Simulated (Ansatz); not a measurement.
Si6Cl6 prismane (Si₆Cl₆). The state is a singlet with charge 0. Geometry PBE0-D4/def2-SVP, basis def2-TZVP, Ansatz.

```xyz
12

Si   -1.321    0.226    1.233
Cl   -2.853    0.446    2.601
Si    0.226    1.786    0.278
Cl    0.488    3.819    0.533
Si    1.037   -0.113    1.493
Cl    2.241   -0.288    3.162
Si    1.075   -1.378   -0.509
Cl    2.323   -2.938   -1.036
Si   -1.282   -1.039   -0.770
Cl   -2.771   -2.208   -1.598
Si    0.265    0.520   -1.725
Cl    0.572    1.167   -3.663
```

```csv
run,HOMO (eV),LUMO (eV)
A,-6.28,-4.44
B,-7.76,-2.84
C,-6.07,-4.52
D,-6.62,-4.21
E,-7.01,-3.88
```

Q: The runs used BHLYP, PBE, PBE0, r2SCAN, r2SCANh. Estimate which is which.

A: A r2SCAN (0 % exact exchange); B BHLYP (50 % exact exchange); C PBE (0 % exact exchange); D r2SCANh (10 % exact exchange); E PBE0 (25 % exact exchange). Exact exchange lowers occupied and raises empty levels; among semilocal functionals meta-GGAs tend to open the gap a little, and such runs are hard to tell apart. The gap grows from 1.55 eV (PBE) to 4.92 eV (BHLYP).
